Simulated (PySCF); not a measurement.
Al(AsH2)2(H) (AlAs2H5), SMILES [AlH]([AsH2])[AsH2].

Coordinates come from a B3LYP-D3(BJ)/def2-SVP optimisation. The structure was generated by enumeration; whether it is a known compound was not checked.

The numbers are results of B3LYP-D3(BJ)/def2-SVP in PySCF, not measurements.

Frequencies are harmonic and unscaled.

Computed harmonic wavenumbers and intensities:
```csv
mode,ν (cm⁻¹),IR (km/mol),Raman (Å⁴/amu),depolarisation,moving atoms (share of kinetic energy)
1,67,2.8,3.6,0.54,"As 71 %, Al 20 %, H 9 %"
2,95,3.6,0.1,0.75,"H 84 %, Al 12 %"
3,118,0.4,0.4,0.47,H 96 %
4,265,6.1,22.4,0.09,"Al 53 %, As 39 %"
5,340,48.3,5.0,0.75,"H 88 %, Al 8 %"
6,384,11.5,8.9,0.75,"Al 66 %, H 18 %, As 16 %"
7,443,0.3,9.8,0.31,H 98 %
8,464,67.3,0.0,–,H 96 %
9,551,47.1,0.5,0.75,"H 86 %, Al 12 %"
10,592,0.2,10.9,0.66,H 92 %
11,677,189.9,8.0,0.75,"H 91 %, Al 8 %"
12,988,47.0,13.6,0.75,H 99 %
13,989,3.8,52.7,0.75,H 99 %
14,1909,207.3,215.5,0.18,H 96 %
15,2164,0.1,356.7,0.10,H 99 %
16,2165,135.0,35.0,0.75,H 99 %
17,2179,36.7,140.8,0.75,H 99 %
18,2182,124.8,102.0,0.74,H 99 %
```
